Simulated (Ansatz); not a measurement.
Ideal-gas functions of Br₂F₂Sn, SMILES `[F][Sn]([F])([Br])[Br]` at 600 K and 1 bar, from an Ansatz frequency run at PBE0-D4/def2-TZVP.

Molar mass 316.52 g/mol, point group C2v (symmetry number 2), electronic degeneracy 1, moments of inertia 319.767, 753.754, 903.796 u Å². Harmonic wavenumbers (cm⁻¹, unscaled): 68, 110, 115, 157, 172, 259, 304, 651, 658.

Use S(trans) = R[1.5 ln M + 2.5 ln T − 1.1517]; rotational temperatures θ = 24.2544 K / I; S(rot) = R[ln(√π/σ · √(T³/θAθBθC)) + 1.5]; for each mode x = 1.438777 ν̃/T, S = R[x/(eˣ − 1) − ln(1 − e⁻ˣ)] and H = RT x/(eˣ − 1); 1 cm⁻¹ = 0.0119627 kJ/mol; R = 8.31446 J/(mol·K).

**Question.** By hand: the entropy, in J/(mol·K).

**Answer.** Translation 195.2. Rotation: θ = 0.0759, 0.0322, 0.0268 K, giving 131.3. Vibration, mode by mode: 23.40, 19.42, 19.05, 16.49, 15.74, 12.41, 11.12, 5.41, 5.33, in all 128.4. Electronic 0.0. Sum 454.9 J/(mol·K).

**Question.** By hand: H − E and G − E in kJ/mol, counted from the electronic energy.

**Answer.** Zero-point energy ½ × 2494 × 0.0119627 = 14.9; thermal vibration 32.5; translation, rotation and pV give 4 RT = 20.0. H − E = 67.4 kJ/mol, and G − E = 67.4 − 600 × 454.9/1000 = -205.5 kJ/mol.

Vibration gives 28 % of the entropy, 61.9 J/(mol·K) of it from the modes under 150 cm⁻¹: soft modes count most, and the harmonic formula is weakest for them.
